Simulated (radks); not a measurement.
Values are calculated unless marked as measured or tabulated.
Q: Cl2+, configuration [Ne] 3s2 3p3. Code: a radial shooting solver on a logarithmic mesh with Libxc functionals. Model: Dirac Kohn-Sham, Wu-Cohen GGA, spin-unpolarised, spherical densities, finite nucleus; open shells fill j = l - 1/2 first; Fermi nuclear charge, rms radius 3.3654 fm. Some entries of the table are withheld. Estimate them.

orbital,occ.,eigenvalue (Ry),<1/r> (bohr^-1),r(max) (bohr)
1s1/2,2,-204.1895,(1),0.05950
2s1/2,2,-20.59231,3.313,0.3619
2p1/2,2,(2),(3),(4)
2p3/2,4,(5),(6),(7)
3s1/2,2,-3.29614,0.9609,1.248
3p1/2,2,(8),0.8502,(9)
3p3/2,1,(10),0.8461,(11)

A: 
(1) 1s1/2 <1/r> (bohr^-1): 16.67
(2) 2p1/2 eigenvalue (Ry): -16.21811
(3) 2p1/2 <1/r> (bohr^-1): 3.227
(4) 2p1/2 r(max) (bohr): 0.3000
(5) 2p3/2 eigenvalue (Ry): -16.09293
(6) 2p3/2 <1/r> (bohr^-1): 3.203
(7) 2p3/2 r(max) (bohr): 0.3018
(8) 3p1/2 eigenvalue (Ry): -2.33438
(9) 3p1/2 r(max) (bohr): 1.344
(10) 3p3/2 eigenvalue (Ry): -2.32229
(11) 3p3/2 r(max) (bohr): 1.350
